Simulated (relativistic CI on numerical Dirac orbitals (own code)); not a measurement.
Radial Dirac CI calculation of Er LII.

Command:

```sh
python run_levels.py task.json out
```

Input:

```
atom Er  Z=68  charge=51  electrons=17
nucleus A=166  rms_radius_fm=5.2516
hamiltonian dirac-coulomb  breit=on  qed=on  c_scale=1
orbitals kli  potential=per-configuration
slater_scale 0.5
correlation none
mixing on
grid step=0.03 r_max=2.5
scf mixing=0.4 start=thomas-fermi max_iterations=150 tolerance=2e-08 node_fill=0.05
configurations
  [Ne] 3s2 3p5
  [Ne] 3s 3p6
end
```

Output:

```
SCF 1: [Ne] 3s2 3p5
 iter      energy (Ha)   residual   last orbital (Ha)
    1    -10495.732840   4.00e+00   -158.33471
    2    -10527.929835   2.29e+00   -165.51021
    3    -10541.970590   4.29e-02   -174.82269
    4    -10541.976595   1.60e-02   -174.83509
    5    -10541.978218   5.51e-04   -174.74015
    6    -10541.978206   3.28e-05   -174.74474
    7    -10541.978204   1.14e-06   -174.74493
    8    -10541.978204   1.64e-08   -174.74493
SCF 2: [Ne] 3s 3p6
 iter      energy (Ha)   residual   last orbital (Ha)
    1    -10483.372250   3.98e+00   -158.33471
    2    -10515.313614   2.27e+00   -165.39054
    3    -10529.234077   4.38e-02   -174.50276
    4    -10529.240765   1.57e-02   -174.49329
    5    -10529.242257   5.65e-04   -174.39665
    6    -10529.242247   3.38e-05   -174.40137
    7    -10529.242245   1.26e-06   -174.40158
    8    -10529.242245   2.24e-08   -174.40157
    9    -10529.242245   6.74e-09   -174.40157
orbital energies (Ha): 1s -2237.7698  2s -482.5934  2p1/2 -467.2769  2p3/2 -432.9288  3s -189.3010  3p1/2 -183.4635  3p3/2 -174.7449
configuration averages (Ha): Dirac-Coulomb, Breit, QED
  3s2 3p5                     -10541.978204   11.183786    8.593405
  3s 3p6                      -10529.242245   11.224227    8.477127
levels: no., configuration, term, J, E (cm-1), weight
   1 3s2 3p5                2P*  3/2              0.0  1.00
   2 3s2 3p5                2P*  1/2        1880028.6  1.00
   3 3s 3p6                 2S   1/2        3405243.0  1.00
lowest total energy -10525.056370 Ha
end: converged
```

Against the reference input this run has: Slater scale 0.5, grid step 0.03, start potential thomas-fermi. The reference run ends at -10525.056990 Ha with Breit and QED terms.
